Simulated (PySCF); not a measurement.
C₂H₃BF₂O₂, SMILES C(=O)(C)OB(F)F.

Geometry optimised at PBE-D3(BJ)/def2-SVP. The values are those of a single conformer.

Method: PBE-D3(BJ)/def2-SVP (PySCF).

Harmonic, unscaled wavenumbers; measured fundamentals usually lie a few per cent lower.

```csv
mode,ν (cm⁻¹),IR (km/mol),moving atoms (share of kinetic energy)
1,44,2.3,"F 49 %, O 28 %, C 13 %, H 10 %"
2,88,0.2,"O 53 %, F 22 %, C 15 %, H 9 %"
3,115,0.4,H 92 %
4,144,0.9,"O 47 %, F 39 %, C 8 %"
5,333,4.3,"F 36 %, C 29 %, H 19 %, O 14 %"
6,397,2.3,"F 48 %, O 27 %, C 11 %, B 10 %"
7,486,25.3,"F 45 %, O 25 %, H 11 %, C 11 %, B 8 %"
8,559,4.1,"C 45 %, H 32 %, O 16 %"
9,626,16.5,"B 30 %, O 29 %, C 21 %, F 13 %"
10,660,46.7,"B 47 %, C 18 %, F 15 %, O 14 %"
11,778,30.3,"O 50 %, F 30 %"
12,933,11.4,"O 41 %, C 28 %, F 15 %, H 15 %"
13,988,19.7,"H 45 %, O 22 %, C 21 %, F 10 %"
14,1009,6.7,"H 48 %, C 47 %"
15,1193,423.2,"C 60 %, H 22 %, O 17 %"
16,1325,178.2,"H 65 %, C 31 %"
17,1384,71.1,"H 83 %, B 9 %"
18,1390,516.1,"B 62 %, H 13 %, O 12 %, F 8 %"
19,1393,12.4,H 96 %
20,1443,290.0,"B 75 %, F 24 %"
21,1836,252.0,"C 63 %, O 36 %"
22,2993,0.1,H 97 %
23,3076,0.3,"H 91 %, C 9 %"
24,3131,1.5,"H 90 %, C 10 %"
```
